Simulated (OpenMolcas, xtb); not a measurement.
## How methods differ on CH3BFNO (SMILES NC1(F)BO1)

The species is CH3BFNO (8 atoms), meant as a singlet with charge 0. As SMILES, `NC1(F)BO1`. The coordinates come from a PBE0-D4/def2-TZVP relaxation. This is one conformer, not always the lowest.

Each level gives the HOMO–LUMO gap (eV). The values are calculated.

```
                              level            kind     program  value (eV)   CPU time
                           GFN0-xTB  semi-empirical         xtb        4.66  under 2 s
    HF/6-31G* (spherical functions)    Hartree–Fock  OpenMolcas       15.13       11 s
 SVWN5/6-31G* (spherical functions)             LDA  OpenMolcas        4.76       27 s
  BLYP/6-31G* (spherical functions)             GGA  OpenMolcas        4.89       33 s
  TPSS/6-31G* (spherical functions)        meta-GGA  OpenMolcas        5.17       40 s
 B3LYP/6-31G* (Cartesian functions)   global hybrid  OpenMolcas        7.03       32 s
B2PLYP/6-31G* (spherical functions)   double hybrid  OpenMolcas       10.44       20 s
```

The values span 4.66 to 15.13 eV. Orbital gaps aren't excitation energies, and those of double hybrids come from the SCF part alone; they tend to grow with the share of exact exchange. CPU times are rough (shared hosts, several kinds of processor): they show what a rung costs within a factor of a few.
